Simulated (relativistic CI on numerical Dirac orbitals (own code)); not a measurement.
# Line list: Electric-dipole lines, Dy17+

These numbers are calculated, not measured: Dirac-Coulomb-Breit CI, KLI orbitals optimised for each configuration, model QED (radiative potential, 1s self-energy scaled to tabulated hydrogen-like ionisation energies), unscaled Slater integrals (own radial code, finite nucleus).

Configurations in the expansion (outside the closed core [Kr]): 4d10.4f3, 4d10.4f2.5s, 4d10.4f.5s2, 4d10.4f.5s.5p, 4d10.4f2.5p, 4d10.4f.5p2, 4d9.4f4, 4d10.4f.5s.5d, 4d10.4f2.5d, 4d10.4f.5p.5d, 4d9.4f2.5s2, 4d10.4f.5d2, 4d10.4f2.5f, 4d10.4f2.6s, 4d9.4f3.5s, 4d10.4f2.6p. Levels of other configurations are missing.

```
λ vac (Å)                      Lower                       Upper   A (s⁻¹)  log gf  S velocity/length
   106.30      4d10.4f3 4I°_11/2 [2]    4d10.4f2.5d 4G_9/2 [180]  2.27e+10   -0.41               0.93
   106.54       4d10.4f3 4I°_9/2 [1]    4d10.4f2.5d 4H_7/2 [169]  2.75e+10   -0.43               0.93
   106.66      4d10.4f3 4I°_15/2 [4]   4d10.4f2.5d 2I_13/2 [196]  5.69e+10    0.13               0.94
   106.88      4d10.4f3 4I°_13/2 [3]   4d10.4f2.5d 4H_11/2 [183]  5.65e+10    0.06               0.93
   107.03      4d10.4f3 4I°_15/2 [4]   4d10.4f2.5d 4I_15/2 [191]  3.53e+10   -0.01               0.95
   107.25      4d10.4f3 4I°_11/2 [2]    4d10.4f2.5d 4H_9/2 [170]  7.45e+10    0.11               0.93
   107.32      4d10.4f3 4I°_11/2 [2]   4d10.4f2.5d 4I_11/2 [168]  2.44e+10   -0.30               0.94
   107.43      4d10.4f3 4I°_13/2 [3]   4d10.4f2.5d 4H_11/2 [174]  5.38e+10    0.05               0.93
   107.53      4d10.4f3 4I°_15/2 [4]   4d10.4f2.5d 4H_13/2 [185]  4.78e+10    0.06               0.93
   107.59       4d10.4f3 4I°_9/2 [1]    4d10.4f2.5d 4H_7/2 [163]  9.65e+10    0.13               0.93
   107.64      4d10.4f3 4I°_13/2 [3]   4d10.4f2.5d 4I_13/2 [173]  4.43e+10    0.03               0.94
   107.77      4d10.4f3 4I°_11/2 [2]    4d10.4f2.5d 2H_9/2 [166]  2.15e+10   -0.43               0.93
   107.80      4d10.4f3 4I°_15/2 [4]   4d10.4f2.5d 4K_15/2 [181]  1.74e+10   -0.31               0.94
   108.20      4d10.4f3 4I°_11/2 [2]   4d10.4f2.5d 4I_11/2 [165]  3.27e+10   -0.16               0.94
   108.47       4d10.4f3 4I°_9/2 [1]    4d10.4f2.5d 4I_9/2 [161]  4.82e+10   -0.07               0.94
   108.57       4d10.4f3 2H°_9/2 [6]    4d10.4f2.5d 2F_7/2 [186]  6.08e+10   -0.07               0.92
   109.12       4d10.4f3 2H°_9/2 [6]    4d10.4f2.5d 2H_9/2 [177]  3.20e+10   -0.24               0.93
   201.15  4d10.4f2.5p 4G°_11/2 [74]    4d10.4f2.5d 4F_9/2 [195]  4.56e+10    0.44               0.94
   205.17   4d10.4f2.5p 4I°_9/2 [66]   4d10.4f2.5d 4K_11/2 [162]  8.54e+10    0.81               0.98
   205.60  4d10.4f2.5p 4I°_11/2 [69]   4d10.4f2.5d 4K_13/2 [167]  7.82e+10    0.84               0.98
   205.76   4d10.4f2.5p 4G°_5/2 [71]    4d10.4f2.5d 4H_7/2 [169]  5.48e+10    0.44               0.97
   205.92   4d10.4f2.5p 4H°_7/2 [67]    4d10.4f2.5d 4H_7/2 [163]  5.86e+10    0.47               0.95
   206.12  4d10.4f2.5p 4H°_13/2 [77]   4d10.4f2.5d 4K_15/2 [181]  7.14e+10    0.86               0.98
   206.58   4d10.4f2.5p 4I°_9/2 [66]    4d10.4f2.5d 4I_9/2 [161]  5.11e+10    0.51               0.95
   207.11  4d10.4f2.5p 4G°_11/2 [74]   4d10.4f2.5d 4I_13/2 [173]  3.10e+10    0.45               0.98
   208.22   4d10.4f2.5p 4H°_9/2 [68]   4d10.4f2.5d 4I_11/2 [165]  3.73e+10    0.46               0.98
   208.27  4d10.4f2.5p 4I°_11/2 [69]   4d10.4f2.5d 4I_11/2 [165]  4.65e+10    0.56               0.96
   208.35  4d10.4f2.5p 4H°_13/2 [77]   4d10.4f2.5d 4I_13/2 [173]  4.54e+10    0.62               0.96
   209.20   4d10.4f2.5p 4H°_7/2 [67]    4d10.4f2.5d 4I_9/2 [161]  3.92e+10    0.41               0.98
   240.32  4d10.4f2.5p 4H°_11/2 [93]   4d10.4f2.5d 4H_13/2 [185]  4.22e+10    0.71               0.96
   240.86  4d10.4f2.5p 2H°_11/2 [97]   4d10.4f2.5d 2I_13/2 [196]  4.60e+10    0.75               0.96
   242.25  4d10.4f2.5p 4I°_13/2 [96]   4d10.4f2.5d 4I_15/2 [191]  5.96e+10    0.92               0.97
   275.16   4d10.4f.5s2 2F°_7/2 [78]  4d10.4f.5s.5p 2D_5/2 [160]  4.15e+10    0.45               0.59
   279.09   4d10.4f.5s2 2F°_7/2 [78]  4d10.4f.5s.5p 2G_9/2 [159]  4.28e+10    0.70               0.65
   287.89   4d10.4f.5s2 2F°_5/2 [70]  4d10.4f.5s.5p 2F_5/2 [155]  3.44e+10    0.41               0.55
   289.42   4d10.4f2.5s 2I_11/2 [61]   4d10.4f2.5p 2H°_9/2 [132]  2.35e+10    0.47               0.54
   295.52   4d10.4f2.5s 2I_13/2 [60]  4d10.4f2.5p 2K°_15/2 [130]  2.46e+10    0.71               0.73
   297.57    4d10.4f2.5s 4F_9/2 [50]  4d10.4f2.5p 4G°_11/2 [113]  1.31e+10    0.32               0.67
   300.40    4d10.4f2.5s 2D_5/2 [56]   4d10.4f2.5p 2F°_7/2 [123]  1.95e+10    0.32               0.63
   301.18   4d10.4f2.5s 4H_13/2 [48]  4d10.4f2.5p 4I°_15/2 [104]  2.32e+10    0.70               0.67
   302.72    4d10.4f2.5s 2G_9/2 [54]  4d10.4f2.5p 2H°_11/2 [116]  2.11e+10    0.54               0.65
   303.62   4d10.4f2.5s 4H_11/2 [44]   4d10.4f2.5p 4I°_13/2 [96]  1.71e+10    0.52               0.65
   304.30    4d10.4f2.5s 4H_9/2 [43]   4d10.4f2.5p 4H°_11/2 [93]  1.38e+10    0.36               0.64
   306.74   4d10.4f2.5s 2H_11/2 [52]  4d10.4f2.5p 2I°_13/2 [109]  1.23e+10    0.39               0.70
   313.65   4d10.4f2.5s 2I_11/2 [61]  4d10.4f2.5p 2I°_13/2 [120]  1.13e+10    0.37               0.68
```

Terms are leading LS components. Brackets give the number of a level in order of energy, since labels repeat. The list gives strong lines, with weight on those to low levels, among the lowest 200 of 2603 levels, so that lines to higher ones, which can be the strongest, are missing. Levels whose partners in the same complex of configurations lie outside the list can be far off, and so can their lines. Rates are taken at the computed energies, electric ones in the length gauge. A velocity-to-length ratio far from 1 marks an uncertain rate.

At this charge transitions that keep the count of f electrons are usually good to a few per cent. Terms inside the open d or f shell come out 10 to 20 % too wide with unscaled integrals. Levels that differ in their count of f electrons can be misplaced by several ten thousand cm⁻¹, since the correlation energy of f electrons is missing or only estimated; rates across such gaps can be off by orders of magnitude.

LS names give the leading component of a level, which can be under half, so a name can repeat, a term be missing and a line seem to break the LS rules.
